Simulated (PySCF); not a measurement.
Stretching RhS

Set-up: Rh def2-TZVPP with ECP28, S def2-TZVPP; scalar-relativistic core potentials (PySCF 2.14). Energies in eV from Rh (4d8 5s1) + S in their ground configurations at the same level. State: ⁴Σ⁻ (quartet), unpaired electrons σ ↑, π ↑↑.

All columns are PBE0. A positive dipole means Rh(−)S(+).

| R (Å) | E (eV) | μ (D) | Mulliken charge on Rh (basis-dependent) | HOMO (eV) | LUMO (eV) | Mayer bond order | ⟨S²⟩ |
| --- | --- | --- | --- | --- | --- | --- | --- |
| 1.762 | -2.076 | -2.41 | 0.36 | -6.17 | -3.30 | 2.42 | 3.76 |
| 1.844 | -2.903 | -2.73 | 0.34 | -6.32 | -3.30 | 2.35 | 3.76 |
| 1.926 | -3.352 | -3.05 | 0.33 | -6.44 | -3.29 | 2.28 | 3.76 |
| 1.988 | -3.506 | -3.27 | 0.32 | -6.42 | -3.29 | 2.23 | 3.76 |
| 2.049 | -3.546 | -3.48 | 0.31 | -6.40 | -3.28 | 2.18 | 3.76 |
| 2.111 | -3.499 | -3.67 | 0.31 | -6.39 | -3.28 | 2.13 | 3.76 |
| 2.192 | -3.340 | -3.89 | 0.30 | -6.37 | -3.27 | 2.08 | 3.76 |
| 2.295 | -3.038 | -4.10 | 0.29 | -6.35 | -3.26 | 2.00 | 3.76 |
| 2.418 | -2.601 | -4.24 | 0.28 | -6.29 | -3.41 | 1.91 | 3.76 |
| 2.582 | -1.989 | -4.28 | 0.27 | -6.16 | -3.56 | 1.75 | 3.77 |

A fit through these points gives, at Re = 2.044 Å, μ = -3.46 D and dμ/dR = -3.30 D/Å; the reduced mass is 24.39 u.

Q: How strong is the fundamental in the double-harmonic approximation, I = 42.26·(dμ/dR)²/μred km/mol?

A: I = 42.26·(-3.30)²/24.39 = 18.9 km/mol at PBE0.

The metal atom is held in its measured ground configuration; semilocal functionals can put another filling of s and d lower by some tenths of an eV, and De to that atom would be smaller. Spin–orbit coupling is left out, which matters for elements this heavy, above all for dissociation energies. With d or f electrons several states lie close, and the lowest PBE0 determinant need not be the measured ground state.
